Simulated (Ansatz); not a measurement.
Ansatz results at the PBE0-D4/def2-TZVP geometry: HOMO energy (PBE/def2-TZVPP) -4.64 eV; HOMO–LUMO gap (ωB97M-V/def2-TZVPP) 8.49 eV; LUMO energy (ωB97M-V/def2-TZVPP) 0.61 eV.

Each molecule was computed in one conformer, which needn't be the lowest.

Problem. Which molecule gave them?
A. `N[SiH2]C=[Se]`
B. `C[BH][Ga]([CH3])[F]`
C. `N[CH]1[CH2][Al]1[F]`
D. `N/C=[CH]/[AlH][F]`

Solution. C. The others give `N/C=[CH]/[AlH][F]`: -5.32, 9.52, 1.01; `C[BH][Ga]([CH3])[F]`: -6.03, 9.41, 0.03; `N[SiH2]C=[Se]`: -5.21, 7.64, -0.87.
